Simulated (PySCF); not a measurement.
ScH: from constants to spectrum

UHF-CCSD(T) constants of ScH, ³Δ (triplet), unpaired electrons σ ↑, δ ↑ (Sc def2-TZVPP, H def2-TZVPP; no relativity (PySCF 2.14); masses 44.9559 and 1.0078 u):

- ωe: 1459.2 cm⁻¹
- ωexe: 21.6 cm⁻¹
- Be: 4.8344 cm⁻¹
- αe: 0.111 cm⁻¹
- De to Sc (3d1 4s2) + H: 2.07 eV

(1) What force constant and bond length do these constants imply?

(2) Estimate the centrifugal constant D from the Kratzer relation and find the Dunham coefficient a1.

Correlated steps freeze 5 core orbitals. The state is the lowest single determinant that the PBE0 search found; with open d or f shells the true ground state can be another one.

Results:

(1) Reduced mass μred = 0.98573 u; k = 5.8918×10⁻⁷·μred·ωe² (u, cm⁻¹, mdyn/Å) = 1.24 mdyn/Å; Re = √(16.8576/(μred·Be)) (u, cm⁻¹, Å) = 1.881 Å.

(2) D = 4Be³/ωe² = 0.000212 cm⁻¹; a1 = −1 − αeωe/(6Be²) = -2.16.
